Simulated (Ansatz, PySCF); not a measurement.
Potential energy curve for SiCl, doublet.

UKS-PBE = Ansatz (a quantum-chemistry and plane-wave program) with unrestricted PBE/cc-pVTZ; UKS-BHandHLYP = PySCF with unrestricted BHandHLYP/cc-pVTZ; UCCSD(T) = CCSD(T) on UHF/cc-pVTZ, 10 core orbitals frozen (PySCF).

Energies relative to the lowest point of each curve near equilibrium, in kJ/mol; the last columns give the difference from UCCSD(T):

| R / Å | UKS-PBE | UKS-BHandHLYP | UCCSD(T) | UKS-PBE − UCCSD(T) | UKS-BHandHLYP − UCCSD(T) |
|---|---|---|---|---|---|
| 1.65 | 303.1 | 292.4 | 304.8 | -1.7 | -12.4 |
| 1.74 | 163.1 | 154.2 | 162.1 | 1.0 | -7.9 |
| 1.88 | 46.8 | 41.4 | 44.5 | 2.3 | -3.1 |
| 1.94 | 22.0 | 18.2 | 20.0 | 2.0 | -1.8 |
| 2.00 | 7.5 | 5.3 | 6.1 | 1.5 | -0.8 |
| 2.07 | 0.5 | 0.0 | 0.0 | 0.5 | 0.0 |
| 2.10 | 0.0 | 0.3 | 0.1 | -0.1 | 0.2 |
| 2.17 | 3.6 | 5.6 | 5.0 | -1.4 | 0.6 |
| 2.26 | 15.4 | 19.5 | 18.8 | -3.4 | 0.7 |
| 2.37 | 37.0 | 43.5 | 43.0 | -6.0 | 0.4 |
| 2.57 | 86.1 | 96.5 | 97.2 | -11.1 | -0.7 |
| 2.78 | 140.7 | 155.2 | 157.2 | -16.5 | -2.0 |

UKS-PBE is furthest from UCCSD(T) at 2.78 (-16.5 kJ/mol, below); its mean absolute difference over the points is 4.0 kJ/mol.

UKS-BHandHLYP is furthest from UCCSD(T) at 1.65 (-12.4 kJ/mol, below); its mean absolute difference over the points is 2.5 kJ/mol.

The scan ran from 1.65 to 8.25 Å; beyond the distances shown one of the unrestricted levels run for this scan, shown here or not, changes its spin distribution in one step.
